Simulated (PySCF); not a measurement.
Point-charge models of `CC#CCC1=COC=CO1` against its computed dipole.

Coordinates (GFN2-xTB, Å) and charges (e) from the PBE0/pcSseg-1 density (PySCF):

| atom | x | y | z | Mulliken | IAO | Hirshfeld | ESP-fitted |
| --- | --- | --- | --- | --- | --- | --- | --- |
| C1 | 3.846 | 0.419 | -0.258 | -0.1893 | -0.4362 | -0.0965 | -0.5152 |
| C2 | 2.545 | -0.209 | -0.342 | -0.2846 | -0.0489 | -0.0497 | +0.0797 |
| C3 | 1.465 | -0.722 | -0.417 | -0.1068 | -0.0782 | -0.0588 | -0.1323 |
| C4 | 0.173 | -1.374 | -0.513 | -0.0628 | -0.2762 | -0.0558 | -0.5975 |
| C5 | -0.984 | -0.432 | -0.360 | -0.0237 | +0.1455 | +0.0482 | +0.4048 |
| C6 | -0.895 | 0.876 | -0.184 | +0.2493 | -0.0274 | -0.0143 | -0.1283 |
| O7 | -1.986 | 1.729 | -0.040 | -0.4531 | -0.3175 | -0.1182 | -0.1755 |
| C8 | -3.186 | 1.049 | -0.097 | +0.1096 | -0.0163 | -0.0072 | -0.1394 |
| C9 | -3.288 | -0.256 | -0.275 | +0.1104 | -0.0219 | -0.0101 | -0.0725 |
| O10 | -2.207 | -1.108 | -0.424 | -0.4706 | -0.3314 | -0.1155 | -0.2781 |
| H11 | 4.588 | -0.304 | 0.078 | +0.1482 | +0.1723 | +0.0607 | +0.1818 |
| H12 | 3.816 | 1.248 | 0.448 | +0.1471 | +0.1712 | +0.0604 | +0.1800 |
| H13 | 4.140 | 0.798 | -1.236 | +0.1481 | +0.1714 | +0.0600 | +0.1793 |
| H14 | 0.086 | -1.876 | -1.484 | +0.1701 | +0.1785 | +0.0593 | +0.2482 |
| H15 | 0.092 | -2.148 | 0.260 | +0.1694 | +0.1789 | +0.0594 | +0.2487 |
| H16 | 0.044 | 1.397 | -0.136 | +0.1189 | +0.1824 | +0.0515 | +0.1646 |
| H17 | -4.033 | 1.701 | 0.020 | +0.1137 | +0.1770 | +0.0639 | +0.1814 |
| H18 | -4.226 | -0.781 | -0.319 | +0.1062 | +0.1768 | +0.0631 | +0.1702 |

Q: Compute μ = Σ q r for each scheme (1 e·Å = 4.803 D) and compare with the dipole of the full density.

A: The full density gives (0.71, -0.05, -0.01) D, 0.71 D in size; dipole vectors point from the negative to the positive end.

| scheme | μx | μy | μz | size (D) | share of the full size (%) | angle to the full dipole (°) |
| --- | --- | --- | --- | --- | --- | --- |
| Mulliken | 1.87 | 0.23 | 0.00 | 1.88 | 264 | 11 |
| IAO | 0.65 | -0.09 | 0.00 | 0.66 | 92 | 4 |
| Hirshfeld | 0.79 | -0.14 | -0.02 | 0.80 | 112 | 5 |
| ESP-fitted | 0.72 | -0.04 | 0.00 | 0.72 | 101 | 2 |

Q: Which set comes closest?

A: Length of the difference vector: ESP-fitted 0.02 D, IAO 0.07 D, Hirshfeld 0.11 D, Mulliken 1.19 D. Closest: ESP-fitted. The schemes that divide the density aren't constrained to reproduce the dipole.

Q: What is left for the Hirshfeld atoms' own dipoles?

A: The Hirshfeld atoms' densities add up to the full density, so μ = Σ q r + Σ (atomic dipoles). The atomic dipoles sum to (0.71, -0.05, -0.01) − (0.79, -0.14, -0.02) = (-0.08, 0.09, 0.01) D, 0.11 D in size.

Q: With the origin at the mean of the coordinates, (0.000, 0.000, -0.293) Å, which are the largest single terms, by size, of the ESP-fitted dipole along the direction of the full one?

A: C1 -9.41, H11 +4.01, H17 -3.62, H13 +3.51, H18 -3.40 D; all 18 atoms together +0.72 D. The single terms depend on the origin, their sum doesn't.

Q: Give the size of the full dipole in other units.

A: 0.71 D = 0.281 au = 0.148 e·Å = 2.38 × 10⁻³⁰ C·m.

The structure is a single GFN2-xTB conformer in the gas phase; no vibrational or solvent corrections.

Conformer computed: `[CH3:1][C:2]#[C:3][CH2:4][C:5]1=[CH:6][O:7][CH:8]=[CH:9][O:10]1`: C3–C4–C5–C6 1°.
